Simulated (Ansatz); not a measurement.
`COc1ccccc1OC` + H₂ → `COc1ccccc1` + CH₃OH  (hydrogenolysis of a C–O bond)

Gas-phase electronic energies from Ansatz, PBE0-D4/def2-TZVP geometries. CBS: MP2 limit from def2 TZ/QZ plus the TZ coupled-cluster correction, frozen cores. This one scheme is used for every species. One conformer a species, not always the lowest.

```tsv
species	CCSD(T)/CBS(def2) energy (Eh)
`COc1ccccc1OC`	-460.75097
H₂	-1.17544
`COc1ccccc1`	-346.34055
CH₃OH	-115.61712
```

Q: Work out ΔE.

A: ΔE = (-346.34055) + (-115.61712) − (-460.75097) − (-1.17544) = -0.03126 Eh = -19.6 kcal/mol.

Largest T1 diagnostic among the species: 0.012.

In def2-TZVPP, CCSD(T) changes the Hartree–Fock value by +6.9 kcal/mol (the triples alone add +1.8 kcal/mol) and MP2 by +7.8 kcal/mol. The D4 term adds +3.1 kcal/mol with B3LYP and +1.9 kcal/mol with PBE0; it sums over pairs of atoms, weighted by their polarisabilities, and B3LYP, whose exchange is more repulsive, gets the larger term. Leaving LDA and LC-ωPBE aside and taking each functional with its dispersion term where it has one, the values, not all of them listed here, spread over 5.0 kcal/mol, from B2PLYP to revPBE-D4. LDA lies +5.3 kcal/mol from PBE without D4.

B3LYP here is the variant with VWN-RPA as its local correlation; programs differ in this.
